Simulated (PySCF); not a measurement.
In(OH)(OMe)(NH2) (CH₆InNO₂), SMILES [OH][In]([NH2])[O]C.

Coordinates come from a B3LYP-D3(BJ)/def2-SVP optimisation. The structure was generated by enumeration; whether it is a known compound was not checked. The def2 effective core potentials stand for the cores of In; spin–orbit coupling is left out. Other conformers were not sampled.

The numbers are results of TDA-CAM-B3LYP/def2-SVPD (PySCF 2.14.0), not measurements.

Vertical excitations. Isolated molecule, no solvent.

Problem. Give excitation energies, oscillator strengths and character. (An estimate is asked for; the answer gives what the named calculation found.)

Solution. 
```json
[
 {"state": "S1", "energy (eV)": "4.65", "λ (nm)": "267", "f": "0.011", "main pairs": "HOMO→LUMO 87 %"},
 {"state": "S2", "energy (eV)": "5.03", "λ (nm)": "247", "f": "0.047", "main pairs": "HOMO−1→LUMO 62 %, HOMO−2→LUMO 22 %"},
 {"state": "S3", "energy (eV)": "5.39", "λ (nm)": "230", "f": "0.047", "main pairs": "HOMO−2→LUMO 59 %, HOMO−1→LUMO 20 %"},
 {"state": "S4", "energy (eV)": "5.80", "λ (nm)": "214", "f": "0.069", "main pairs": "HOMO−3→LUMO 84 %"},
 {"state": "S5", "energy (eV)": "6.21", "λ (nm)": "200", "f": "0.035", "main pairs": "HOMO→LUMO+1 50 %, HOMO−1→LUMO+1 24 %, HOMO−4→LUMO 13 %"},
 {"state": "S6", "energy (eV)": "6.42", "λ (nm)": "193", "f": "0.038", "main pairs": "HOMO−1→LUMO+1 46 %, HOMO−2→LUMO+1 27 %, HOMO→LUMO+1 13 %"},
 {"state": "S7", "energy (eV)": "6.50", "λ (nm)": "191", "f": "0.115", "main pairs": "HOMO−4→LUMO 38 %, HOMO−2→LUMO+1 19 %, HOMO→LUMO+1 17 %, HOMO−1→LUMO+1 7 %"},
 {"state": "S8", "energy (eV)": "6.78", "λ (nm)": "183", "f": "0.089", "main pairs": "HOMO−2→LUMO+1 39 %, HOMO−4→LUMO 20 %, HOMO−1→LUMO+1 13 %, HOMO−3→LUMO+1 7 %"},
 {"state": "S9", "energy (eV)": "7.10", "λ (nm)": "175", "f": "0.020", "main pairs": "HOMO→LUMO+2 23 %, HOMO−2→LUMO+2 19 %, HOMO−1→LUMO+2 17 %, HOMO→LUMO+3 15 %"},
 {"state": "S10", "energy (eV)": "7.32", "λ (nm)": "169", "f": "0.007", "main pairs": "HOMO→LUMO+3 42 %, HOMO→LUMO+2 15 %, HOMO−1→LUMO+3 9 %, HOMO−2→LUMO+3 7 %"},
 {"state": "T1", "energy (eV)": "4.11", "λ (nm)": "302", "f": "0", "main pairs": "HOMO→LUMO 60 %, HOMO−1→LUMO 16 %, HOMO−2→LUMO 12 %"},
 {"state": "T2", "energy (eV)": "4.44", "λ (nm)": "279", "f": "0", "main pairs": "HOMO−1→LUMO 42 %, HOMO→LUMO 25 %, HOMO−2→LUMO 18 %"},
 {"state": "T3", "energy (eV)": "4.66", "λ (nm)": "266", "f": "0", "main pairs": "HOMO−2→LUMO 56 %, HOMO−1→LUMO 27 %"},
 {"state": "T4", "energy (eV)": "5.21", "λ (nm)": "238", "f": "0", "main pairs": "HOMO−3→LUMO 85 %"}
]
```
Triplets are in the Tamm–Dancoff approximation.
